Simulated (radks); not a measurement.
Question: Tm13+, 56 electrons, occupied as [Kr] 4d10 4f9 5s1. Method: Dirac Kohn-Sham, BLYP, spin-unpolarised, spherical densities, point nucleus; open shells are shared between the two j in proportion to 2j + 1; computed with a radial shooting solver on a logarithmic mesh with Libxc functionals. Some entries of the table are withheld. Estimate them.

orbital     occ.  eigenvalue (eV)  <r> (bohr)  <1/r> (bohr^-1)
1s1/2          2        -59497.18     0.02001            79.12
2s1/2          2        -10255.40     0.08428            19.06
2p1/2          2        -9787.552     0.07007              (1)
2p3/2          4        -8806.786     0.07746              (2)
3s1/2          2        -2512.209         (3)            6.982
3p1/2          2        -2306.435      0.2102            6.898
3p3/2          4        -2099.255      0.2241            6.229
3d3/2          4        -1748.316      0.1972            6.116
3d5/2          6        -1703.035      0.2015            5.954
4s1/2          2        -703.9676      0.4938            2.946
4p1/2          2              (4)         (5)            2.842
4p3/2          4              (6)         (7)            2.615
4d3/2          4        -435.5045      0.5498            2.414
4d5/2          6        -426.5314      0.5596            2.360
5s1/2          1        -275.0525         (8)              (9)
4f5/2    3.85714        -256.2878      0.6122            1.993
4f7/2    5.14286        -254.6396      0.6174            1.974
5p1/2          0        -245.9796       1.101            1.232
5p3/2          0        -234.8532       1.152            1.164
6s1/2          0        -150.9866       1.844           0.7415

Answer: 
(1) 2p1/2 <1/r> (bohr^-1): 19.03
(2) 2p3/2 <1/r> (bohr^-1): 16.42
(3) 3s1/2 <r> (bohr): 0.2204
(4) 4p1/2 eigenvalue (eV): -620.8380
(5) 4p1/2 <r> (bohr): 0.5008
(6) 4p3/2 eigenvalue (eV): -572.8772
(7) 4p3/2 <r> (bohr): 0.5308
(8) 5s1/2 <r> (bohr): 1.046
(9) 5s1/2 <1/r> (bohr^-1): 1.309
